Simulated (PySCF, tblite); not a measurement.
Isomers of C7H10OP2, one GFN2-xTB conformer each. Single-point energies are computed at PBE0/pcSseg-1 (PySCF, gas phase, no added dispersion term), electronic only.

| SMILES | GFN2-xTB relative energy (kJ/mol) |
| --- | --- |
| CCc1ccpc(OC)p1 | 3.6 |
| C#C[P@@H](=O)C#CP(C)CC | 159.8 |
| CCc1cc(OC)pcp1 | 0.0 |

Conformers: `[CH3:1][CH2:2][c:3]1[cH:4][cH:5][p:6][c:7]([O:8][CH3:9])[p:10]1` with C1–C2–C3–C4 -82°, P6–C7–O8–C9 -1°; `[CH:1]#[C:2][P@@H:3](=[O:4])[C:5]#[C:6][P:7]([CH3:8])[CH2:9][CH3:10]` with C6–P7–C9–C10 72°; `[CH3:1][CH2:2][c:3]1[cH:4][c:5]([O:6][CH3:7])[p:8][cH:9][p:10]1` with C1–C2–C3–C4 84°, C4–C5–O6–C7 -179°.

Question: What does PBE0/pcSseg-1 give for the same structures?

Answer: 
```
                SMILES  PBE0/pcSseg-1 E (Eh)  PBE0/pcSseg-1 (kJ/mol)  GFN2-xTB (kJ/mol)  point group
        CCc1cc(OC)pcp1           -1029.92478                     0.0                0.0           C1
        CCc1ccpc(OC)p1           -1029.91863                    16.2                3.6           C1
C#C[P@@H](=O)C#CP(C)CC           -1029.82468                   262.8              159.8           C1
```

Both levels put the same isomer lowest; measured from each level's own lowest isomer, the values differ by up to 103.0 kJ/mol (C#C[P@@H](=O)C#CP(C)CC: 159.8 against 262.8). As drawn, the lowest has an aromatic ring, which the highest lacks; the highest has a C≡C bond and a P=O bond, which the lowest lacks.

Question: Which frontier levels, dipoles and rotational constants go with these structures?

Answer: 
```csv
SMILES,"HOMO (eV, PBE0/pcSseg-1)",LUMO (eV),dipole (D),"A, B, C (MHz)"
CCc1cc(OC)pcp1,-6.51,-1.65,1.78,"1578, 707.2, 513.3"
CCc1ccpc(OC)p1,-6.65,-1.88,1.11,"1918, 662.5, 518.8"
C#C[P@@H](=O)C#CP(C)CC,-7.21,-1.33,4.10,"1480, 479.5, 387.4"
```

Question: What happens when harmonic zero-point energies from GFN2-xTB frequencies are added?

Answer: 
```
                SMILES  ZPE (kJ/mol)  electronic (kJ/mol)  with ZPE (kJ/mol)
        CCc1cc(OC)pcp1         401.3                  0.0                0.0
        CCc1ccpc(OC)p1         401.5                 16.2               16.3
C#C[P@@H](=O)C#CP(C)CC         380.2                262.8              241.7
```

The zero-point energies span 21.3 kJ/mol. The order is unchanged.

Question: As an exercise, what shares would exp(−E/RT) give at 1000 K from these electronic energies alone (no entropy, no degeneracies)?

Answer: RT = 8.314 kJ/mol: CCc1cc(OC)pcp1 87.5 %, CCc1ccpc(OC)p1 12.5 %, C#C[P@@H](=O)C#CP(C)CC under 0.1 %.
